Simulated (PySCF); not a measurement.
Problem. Write Cartesian coordinates for `F[C@@H]1C=CO[C@@H]1OC(F)(F)F` as optimised with PBE0-D3(BJ)/def2-SVP.

Solution. 
```xyz
15
C5H4F4O2 angstrom
F     -0.624   -2.108    0.287
C     -0.999   -0.852    0.668
C     -2.133   -0.301   -0.132
C     -1.739    0.857   -0.664
O     -0.471    1.232   -0.358
C      0.124    0.188    0.379
O      1.118   -0.435   -0.381
C      2.355    0.092   -0.336
F      3.138   -0.649   -1.089
F      2.842    0.101    0.910
F      2.392    1.347   -0.775
H     -1.214   -0.893    1.750
H     -3.104   -0.776   -0.245
H     -2.280    1.563   -1.295
H      0.561    0.623    1.289
```

Any rigid rotation of these coordinates is as good. Atoms count from 1 in this order. The 5-membered ring C2–C3–C4–O5–C6 has internal angles of 101.6° to 115.2° (sum 539°, against 540° for a flat polygon); it is slightly puckered (a soft mode that the optimisation may not have finished), 0.03 Å rms from its mean plane, widest ring torsion 7°. O7 (ether oxygen) is bent (angle 117.4°). The 3 C–C bonds span 1.334 Å (C3=C4, drawn double) to 1.558 Å (C2–C6, drawn single), a spread of 0.224 Å. O5 (cyclic ether oxygen) is bent (angle 108.0°).

Bonds between heavy atoms (Å): F1–C2 1.365, C2–C3 1.494, C3=C4 1.334, C4–O5 1.357, O5–C6 1.410, C6–O7 1.398, O7–C8 1.345, C8–F9 1.315, C8–F10 1.337, C8–F11 1.330, C2–C6 1.558.

Theory: PBE0-D3(BJ)/def2-SVP geometry optimisation, gas phase in PySCF.

Point group: C1 (no symmetry element, even within 0.4 Å). Whether it is a minimum is left open (no frequencies). The numbers are those of one conformer (O5–C6–O7–C8 87°).

On an Arm Neoverse V1 with one thread (shared host), this took 6.2 min of wall time and 0.78 GiB of memory at its peak. These figures are those of the optimisation.
